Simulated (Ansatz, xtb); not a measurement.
# Relative energy of two isomers of C2H7GeNOSi

We compare a, `CO[Si@@H]([GeH3])C#N`, a singlet, with b, `CO[SiH2][GeH2][C]#N`, a singlet. Both are isolated molecules in the gas phase, relaxed with PBE0-D3(BJ)/def2-SVP; each stands in its lowest conformer found.

a (Å):

```xyz
13

C    -1.5514   -1.2119   -0.6853
C     1.7945   -0.6206   -0.7254
Ge    0.9985    2.5022    0.5480
N     2.6430   -1.4082   -0.6455
O    -0.9548   -0.0367   -0.1917
Si    0.4204    0.6459   -0.8093
H    -1.8294   -1.1126   -1.7499
H    -0.8801   -2.0822   -0.5800
H    -2.4654   -1.4067   -0.1062
H     0.2787    0.9606   -2.2625
H    -0.1251    3.5498    0.4874
H     2.3043    3.1242    0.0258
H     1.1928    2.0307    1.9966
```

b (Å):

```xyz
13

C    -0.1683    0.3194   -0.8539
C     2.3301    2.3554    1.0181
Ge    2.5444    0.6626    1.9282
N     2.1611    3.3337    0.4175
O     0.2889   -0.7715   -0.0926
Si    1.8601   -1.0233    0.3703
H    -1.2135    0.1291   -1.1378
H     0.4222    0.4544   -1.7780
H    -0.1293    1.2638   -0.2841
H     2.8006   -0.9693   -0.7927
H     1.9156   -2.3530    1.0342
H     4.0249    0.5942    2.3340
H     1.6607    0.7627    3.1801
```

Estimate E(b) − E(a) at the level CCSD(T)/def2-SVP + ΔMP2/def2-TZVPP.

Calculated at CCSD(T)/def2-SVP + ΔMP2/def2-TZVPP: E(b) − E(a) = +16.7 kJ/mol, so structure a lies lower.

Level by level:

```
                             level              geometry  E(b) − E(a) (kJ/mol)  departure from the last row (kJ/mol)  job, with rough time for the two
                          GFN2-xTB              GFN2-xTB                   −21.4                                 −38.1              optimisation, 0.47 s
                         HF/STO-3G              GFN2-xTB                   +20.0                                  +3.2               single point, 1.1 s
                r2SCAN-D4/def2-SVP              GFN2-xTB                   +22.3                                  +5.6               single point, 5.1 s
              PBE0-D3(BJ)/def2-SVP  PBE0-D3(BJ)/def2-SVP                   +19.4                                  +2.6             optimisation, 2.2 min
                       HF/def2-SVP  PBE0-D3(BJ)/def2-SVP                   +19.7                                  +2.9           part of the CCSD(T) run
                      MP2/def2-SVP  PBE0-D3(BJ)/def2-SVP                   +20.0                                  +3.3           part of the CCSD(T) run
                  CCSD(T)/def2-SVP  PBE0-D3(BJ)/def2-SVP                   +19.3                                  +2.6                      single point
CCSD(T)/def2-SVP + ΔMP2/def2-TZVPP  PBE0-D3(BJ)/def2-SVP                   +16.7                                                   single point, 1.9 min
```

As drawn, b has 1 C–Ge, 1 Si–H in place of 1 C–Si, 1 Ge–H.

GFN2-xTB puts the two in the other order. The largest departure from CCSD(T)/def2-SVP + ΔMP2/def2-TZVPP is that of GFN2-xTB, 38.1 kJ/mol. A small imaginary or near-zero mode remains, so no thermal terms are given. The last row adds to CCSD(T) the change of the MP2 difference between the two basis sets, here −2.6 kJ/mol.

The correlated steps freeze 18 core orbitals; the filled d shell of Ge is correlated, in a basis made for valence electrons. Programs: Ansatz 0.2.0, xtb 6.7.1; the last row on 2 threads of Intel(R) Xeon(R) Processor @ 2.70GHz on a shared host.
